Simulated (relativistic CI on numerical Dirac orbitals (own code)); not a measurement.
**Level scheme of Ge XVII**

Computed by Dirac-Coulomb-Breit CI, orbitals from a KLI potential per configuration, model QED (radiative potential, 1s self-energy scaled to tabulated hydrogen-like ionisation energies), unscaled Slater integrals (own radial code, finite nucleus).

CI space (outside the closed core [Ne]): 3s2 3p4, 3s 3p5, 3s2 3p3 3d, 3p6, 3s 3p4 3d, 3p5 3d, 3s 3p3 3d2, 3s2 3p3 4s, 3s2 3p2 3d 4p, 3p5 4s, 3s2 3p3 4p, 3p5 4p, 3s 3p3 3d 4s, 3s2 3p2 3d2, 3s2 3p 3d3, 3s 3p2 3d3, 3s2 3p 3d2 4s, 3s2 3p 3d2 4p, 3p4 3d2, 3p3 3d3, 3p3 3d2 4s, 3p3 3d2 4p. Double excitations out of closed p, d and f shells are left out; levels of such configurations are missing from the list, as are those of other unlisted configurations, and high levels can miss mixing partners.

The lowest level is 3s2 3p4 3P_2, with 87 % of that term; Hund's rules for 3s2 3p4 give 3P with J = 2, in agreement.

```tsv
No.	Configuration	Term	J	E (eV)	%	Next component (%)	Lifetime (s)
1	3s2 3p4	3P	2	0.0000	87	10 1D	
2	3s2 3p4	3P	0	4.1857	77	20 1S	3.69e+00
3	3s2 3p4	3P	1	5.1063	97	1 3s 3p4 3d 3P	7.11e-04
4	3s2 3p4	1D	2	9.3354	87	10 3P	5.85e-04
5	3s2 3p4	1S	0	18.3570	76	20 3P	7.27e-05
6	3s 3p5	3P°	2	53.3421	79	18 3s2 3p3 3d 3P°	1.68e-10
7	3s 3p5	3P°	1	56.5459	74	18 3s2 3p3 3d 3P°	1.43e-10
8	3s 3p5	3P°	0	59.1067	78	20 3s2 3p3 3d 3P°	1.56e-10
9	3s 3p5	1P°	1	68.7474	52	40 3s2 3p3 3d 1P°	6.34e-11
10	3p3(4S°) 3d	5D°	0	71.0285	91	5 3P°	1.39e-09
11	3p3(4S°) 3d	5D°	2	71.0723	85	7 3D°	2.17e-09
12	3p3(4S°) 3d	5D°	3	71.1141	82	9 3D°	5.92e-09
13	3p3(4S°) 3d	5D°	1	71.1661	93	3 3P°	1.07e-09
14	3p3(4S°) 3d	5D°	4	71.7424	89	8 3F°	7.14e-03
15	3p3(2D°) 3d	3D°	2	74.7876	45	31 3F°	2.23e-09
16	3p3(2D°) 3d	3D°	3	76.8566	66	16 3F°	3.37e-07
17	3p3(2D°) 3d	3D°	1	77.3641	94	3 3P°	3.52e-09
18	3p3(2D°) 3d	3F°	2	77.9798	57	39 3D°	3.02e-09
19	3p3(2D°) 3d	1S°	0	78.5519	89	6 3P°	6.36e-09
20	3p3(2D°) 3d	3F°	3	78.8681	69	23 3D°	8.70e-09
21	3p3(2D°) 3d	3F°	4	80.3470	76	15 3G°	1.02e-03
22	3p3(2D°) 3d	3G°	3	82.1324	75	16 3F°	9.83e-10
23	3p3(2D°) 3d	3G°	4	83.1301	60	35 3F°	1.40e-03
24	3p3(2D°) 3d	3G°	5	84.3362	98	2 3s 3p3 3d2 3G°	4.03e-03
25	3p3(2D°) 3d	1G°	4	84.7006	78	11 3G°	1.37e-03
26	3p3(2P°) 3d	1D°	2	86.4618	66	16 3F°	3.00e-10
27	3p3(2P°) 3d	3D°	1	87.1126	93	2 3s 3p5 1P°	1.57e-10
28	3p3(2P°) 3d	3P°	0	88.4841	86	7 1S°	4.93e-09
29	3p3(2P°) 3d	3P°	1	88.9103	83	4 3S°	8.04e-11
30	3p3(2P°) 3d	3D°	2	90.0344	72	11 3F°	8.44e-10
```

Energies count from the lowest computed level; ° marks odd parity; lifetimes are radiative, by E1, M1, E2, M2, E3 decay to levels of this space only. Percentages are summed over parent terms; the parents shown are those of the largest component, closed shells are left out there.

The mean weight of the leading LS term, summed over parents, in these 30 levels is 78 %, and that of the leading jj configuration (from the same eigenvectors) 58 %, so LS coupling describes them better.

At this charge energies of transitions that change n are usually good to better than 1 %, and those within a shell (Δn = 0) to a few per cent.

LS names give the leading component of a level, which can be under half, so a name can repeat, a term be missing and a line seem to break the LS rules.
